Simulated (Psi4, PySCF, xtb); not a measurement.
Conformational energy of SMILES CCc1cccc(C(F)(F)F)c1. Scanned: dihedral C1–C2–C3–C4; all other coordinates were relaxed at GFN2-xTB. Points at φ and −φ are mirror images. Heavy atoms are numbered in the order of the SMILES CCc1cccc(C(F)(F)F)c1, hydrogens after them in the order of the atoms that carry them; the mirror image has the same energies with the sign of each dihedral reversed.

RHF/6-31G* = PySCF with restricted Hartree-Fock/6-31G*, spherical d, density fitting // GFN2-xTB; GFN1-xTB // GFN2-xTB (xtb); PBE-D3(BJ)/def2-SVP // GFN2-xTB (Psi4).

Energies relative to the lowest point of each profile, in eV:

```tsv
φ / °	RHF/6-31G*	GFN1-xTB
-150	0.051	0.043
-120	0.020	0.014
-90	0.000	0.000
-60	0.018	0.015
-30	0.054	0.046
0	0.055	0.055
30	0.054	0.046
60	0.018	0.015
90	0.000	0.000
120	0.020	0.014
150	0.051	0.043
180	0.050	0.052
```

Predict the corresponding PBE-D3(BJ)/def2-SVP column.

-150: 0.028; -120: 0.015; -90: 0.000; -60: 0.015; -30: 0.034; 0: 0.023; 30: 0.034; 60: 0.015; 90: 0.000; 120: 0.015; 150: 0.028; 180: 0.013 (eV).
